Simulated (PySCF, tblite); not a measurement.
Species: C9H11F.
Numbering: `[CH3:1][C@@:2]1([F:3])[CH:4]=[CH:5][CH:6]=[C:7]1[CH:8]1[CH2:9][CH2:10]1` (hydrogens: H11, H12, H13 on C1; H14 on C4; H15 on C5; H16 on C6; H17 on C8; H18, H19 on C9; H20, H21 on C10)

Jobs on this species (21 atoms, 74 electrons) with PySCF (density fitting) and tblite. Hardware of each: an Arm Neoverse V2 with one thread, shared host. The host was shared with other jobs, so the times are rough.

```csv
level and settings,work,basis functions,SCF cycles,wall time
PBE0/pcSseg-1,"shieldings, ring-centre shieldings, charges and field gradients, density and orbital grids written",225,?,?
GFN2-xTB,L-BFGS relaxation,–,–,1.1 s
GFN2-xTB,Hessian by finite differences,–,–,0.68 s
```

Fill in the missing figures.

- PBE0/pcSseg-1; shieldings, ring-centre shieldings, charges and field gradients, density and orbital grids written: 50 s, 14 SCF cycles

What do all jobs in the table cost together?

About 52 s; the longest takes about 97 % of that, and about 74 times as long as the shortest.
